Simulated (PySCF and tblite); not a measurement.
Results of a calculation; reference values are marked as such.
**Conformer ensemble of C9H7FOSe, numbered as in [F:1][CH2:2][c:3]1[c:4]([SeH:5])[o:6][c:7]2[cH:8][cH:9][cH:10][cH:11][c:12]12**

Geometries GFN2-xTB; weights from PBE0-D3(BJ)/6-31G* energies and GFN2-xTB thermal corrections, with symmetry numbers and mirror pairs. Conformers within 2.5 kcal/mol (GFN2-xTB free energy) were kept, 4 at most. GIAO shieldings: PBE0/6-31G*. Shifts are against TMS (¹H), TMS (¹³C), CFCl3 (¹⁹F), Me2Se (⁷⁷Se) at the same level. (PySCF 2.14, tblite 0.8.)

Torsions listed: F1–C2–C3–C4, O6–C4–Se5–H5. Of a mirror pair one member is shown.

```
conformer       shape   symmetry  E(GFN2) kcal/mol  E(DFT) kcal/mol  G(298.15 K) kcal/mol  weight %  dipole D
        1    111°, 0°  C1 (pair)              0.59             0.00                  0.00      68.8      1.76
        2  -2°, -179°         Cs              0.00             0.02                  0.47      31.2      1.96
```

Weights (%) against temperature:

```json
{"T (K)": "250", "1": "70.3", "2": "29.7", "S(mix) cal/mol/K": "2.18"}
{"T (K)": "298.15", "1": "68.8", "2": "31.2", "S(mix) cal/mol/K": "2.18"}
{"T (K)": "350", "1": "67.5", "2": "32.5", "S(mix) cal/mol/K": "2.18"}
```

Averaged shifts at 298.15 K. ¹H: 7.59 (H11, 1H), 7.39 (H10, 1H), 7.34 (H9, 1H), 7.24 (H8, 1H), 5.84 (H2, 2H), 4.02 (H5, 1H) ppm. ¹³C: 148.7 (C7), 145.9 (C4), 123.3 (C12), 117.5 (C10), 116.5 (C9), 112.3 (C11), 111.5 (C3), 105.7 (C8), 75.5 (C2) ppm. ¹⁹F: -236.9 (F1) ppm. ⁷⁷Se: 42.7 (Se5) ppm.

Coordinates of conformer 1 (Å):

```xyz
19

F    -2.247   -2.134   -1.020
C    -2.299   -1.325    0.095
C    -1.300   -0.227    0.010
C    -1.560    1.101   -0.147
Se   -3.178    2.055   -0.267
O    -0.439    1.858   -0.189
C     0.606    0.994   -0.072
C     1.955    1.300   -0.068
C     2.834    0.242    0.064
C     2.381   -1.073    0.183
C     1.037   -1.376    0.180
C     0.131   -0.326    0.054
H    -2.110   -1.976    0.956
H    -3.316   -0.915    0.143
H    -2.489    3.317   -0.377
H     2.295    2.318   -0.166
H     3.896    0.436    0.071
H     3.105   -1.868    0.280
H     0.689   -2.393    0.265
```

Coordinates of conformer 2 (Å):

```xyz
19

F    -3.571   -0.135    0.204
C    -2.383   -0.757   -0.097
C    -1.218    0.148    0.107
C    -1.169    1.456    0.487
Se   -2.406    2.799    0.947
O     0.103    1.927    0.558
C     0.917    0.902    0.213
C     2.300    0.905    0.141
C     2.909   -0.275   -0.238
C     2.165   -1.418   -0.533
C     0.788   -1.421   -0.461
C     0.150   -0.242   -0.081
H    -2.453   -1.079   -1.144
H    -2.313   -1.638    0.553
H    -3.579    1.986    0.787
H     2.865    1.793    0.372
H     3.985   -0.315   -0.307
H     2.683   -2.319   -0.825
H     0.217   -2.307   -0.690
```

The minima are those of GFN2-xTB; planar forms about aryl–S or allylic bonds may be saddles in DFT. Spin–orbit effects of the heavy atoms on shieldings are missing. Unscaled ¹⁹F shifts at such levels can be off by tens of ppm; differences between conformers or isomers are more reliable. Shifts are unscaled: against experiment ¹³C can be off by 15 ppm or more and ¹H by 0.8 ppm.

Search and properties took 94 s on 1 thread of Arm Neoverse V1 (shared host) (rough), launched as `OMP_NUM_THREADS=1 python ens_run.py task.json out`.


Conformer gaps in 6-31G* on xTB geometries can be 2 kcal/mol off for S=O, P=O and other polar bonds.